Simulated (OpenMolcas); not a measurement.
**What dynamic correlation does to the levels of Ag⁴⁺**

```
Program             : OpenMolcas 26.06
Basis               : ANO-R3 [8s6p5d3f2g1h]
Scalar Hamiltonian  : X2C, finite nucleus
Active space        : 7 electrons in 5 orbitals (4d)
State averaging     : 2S+1 = 4 even, 10 roots; 2S+1 = 2 even, 40 roots
Spin-orbit coupling : RASSI with atomic mean-field integrals over the reference wave functions, term energies averaged over their components
```

Methods on the same reference wave functions:
A. CASSCF
B. SS-CASPT2, IPEA 0.25 Eh, imaginary shift 0.1 Eh (closed shells correlated: 4s 4p)
C. MS-CASPT2, IPEA 0.25 Eh, imaginary shift 0.1 Eh (closed shells correlated: 4s 4p)

Energies in cm⁻¹ above 4d⁷ ⁴F_9/2, the measured ground level; measured values from the list in Gamrath, thesis, University of Mons (2023).

| Level | A | B | C | Measured |
| --- | --- | --- | --- | --- |
| 4d⁷ ⁴F_9/2 | 0.0 | 0.0 | 0.0 | 0.0 |
| 4d⁷ ⁴F_7/2 | 3510 | 3570 | 3570 | 3690 |
| 4d⁷ ⁴F_5/2 | 5677 | 5650 | 5660 | 5816 |
| 4d⁷ ⁴F_3/2 | 7029 | 6940 | 6930 | 7097 |
| 4d⁷ ⁴P_3/2 [64 %] | 18315 | 14890 | 14410 | 14204 |
| 4d⁷ ⁴P_5/2 | 18615 | 15140 | 15150 | 14899 |
| 4d⁷ ²G_9/2 | 19381 | 16870 | 16930 | 16875 |
| 4d⁷ ⁴P_1/2 | 20887 | 17460 | 17240 | 17067 |
| 4d⁷ ²G_7/2 | 22873 | 20360 | 20360 | 20442 |
| 4d⁷ ²H_11/2 | 25783 | 22490 | 22930 | 22532 |
| 4d⁷ ²D_5/2(1) | 28378 | 24510 | 24520 | 24361 |
| 4d⁷ ²P_1/2 | 29146 | 25770 | 24360 | 24599 |
| 4d⁷ ²H_9/2 | 29381 | 26210 | 26590 | 26368 |
| 4d⁷ ²D_3/2(1) [64 %] | 34297 | 30570 | 30110 | 30134 |
| 4d⁷ ²F_5/2 | 42167 | 35070 | 35070 | 34635 |
| 4d⁷ ²F_7/2 | 43937 | 36930 | 36930 | 36594 |
| 4d⁷ ²D_3/2(2) | 65703 | 56020 | 56060 | 55041 |
| 4d⁷ ²D_5/2(2) | 67412 | 57760 | 57750 | 56772 |

Deviations, from unrounded energies. A percentage is the sum of absolute deviations over the sum of measured energies, with the sign that they share, or ± where signs differ.

| Against measurement | Levels | A | B | C |
| --- | --- | --- | --- | --- |
| mean absolute deviation (cm-1) | 17 | 4200 | 390 | 300 |
| fine structure of the ground term (%) | 3 | -2.3 | -2.7 | -2.7 |
| other terms of the ground configuration (%) | 14 | +18.2 | ±1.5 | ±1.2 |

C lies closest to measurement on these levels and A furthest from it. The largest miss of C in the table is 4d⁷ ²D_3/2(2), by +1000 cm-1. The ranking rests on the paired levels alone, and a cruder setting can come out closer through cancelling errors.

Between B and C the level of the table that moves most is 4d⁷ ²P_1/2, by 1400 cm-1 (lowest in C, highest in B). Moves below CASPT2's spread within the term are not significant.

The mean deviations of B to C differ by less than CASPT2's widest spread within a term (1000 cm-1), so their order carries little weight.

From A to B the spin-free energies of the other terms of 4d⁷ shown, above ⁴F, scale by factors of 0.79 to 0.86, as is usual when dynamic correlation screens the repulsion within a d or f shell.

The lowest spin-free term lies below A's lowest term by 0.533 hartree in B, 0.533 hartree in C.

CASPT2 does not keep the components of a term degenerate, so their means are used; among the terms shown or strongly mixed into the levels shown the widest spread is 1000 cm-1 (4d⁷ ⁴F, C). Without dynamic correlation excited terms often stand tens of per cent too high (terms of higher spin than the ground term too low), and those without a measured partner can miss by more than the paired ones (holds for A). The CASPT2 spread within a term exceeds the gap to the next term for 4d⁷ ²P and 4d⁷ ²H, so the order of their levels is uncertain (holds for B). Computed and measured levels are paired by configuration, term and J; levels that our copy of the source lacks, or whose pairing is in doubt (as where it misses far off the trend of its configuration), stay unpaired and out of the deviations. Only configurations of the active space appear. The table leaves out levels that lie high or whose names do not pair safely across all columns.

A share in square brackets marks a mixed level and gives the weight of the term that names it, the lowest over the columns. A number in round brackets counts repeated terms of one configuration in the order of the reference energies.
